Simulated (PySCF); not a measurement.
How methods differ on the excitation energy of Rh

Rh [Kr] 4d8 5s1 (4F) → Rh [Kr] 4d9 (2D), as a difference of total energies. Computed with PySCF 2.14 in aug-cc-pwCVDZ-PP with ECP28MDF, with a scalar-relativistic core potential. Correlated levels: valence and next inner shell: nothing frozen outside the core potential. The calculations carry no spin-orbit coupling.

```tsv
method	excitation energy (cm⁻¹)	error (cm⁻¹)
UHF	13386	+10627
MP2 (valence and next inner shell)	2754.4	-5
SCS-MP2 (valence and next inner shell)	2997.0	+238
CCSD (valence and next inner shell)	6716.1	+3957
CCSD(T) (valence and next inner shell)	5614.1	+2855
```

Reference: 2759.1 cm⁻¹ (measured; NIST levels, between the centres of gravity of the two terms).

Errors of the correlated levels include the incompleteness of this basis.

The coupled-cluster amplitudes are large for the upper state (T1 above 0.03 or a double amplitude above 0.15), so a single reference is strained.
